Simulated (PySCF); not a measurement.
Vertical excitations of a molecule C2H8FNOSi from TDDFT-B3LYP/def2-SVPD (PySCF), as energy in eV (oscillator strength): 5.68 (0.008), 6.16 (0.020), 6.40 (0.044), 7.14 (0.060), 7.35 (0.029), 7.51 (0.047), 7.58 (0.027), 7.92 (0.034), 8.15 (0.012), 8.28 (0.031). Lowest triplet (TDA): 5.56 eV. The structure is a stationary point at PBE0-D3(BJ)/def2-SVP. One conformer was computed; it need not be the lowest.

Problem. Pick the molecule that these values belong to.
(A) CN(C)[SiH](O)F
(B) C[Si@@](N)(O)CF
(C) CC[Si@](N)(O)F
(D) C[C@@H](F)[Si@@H](N)O

Solution. A, CN(C)[SiH](O)F
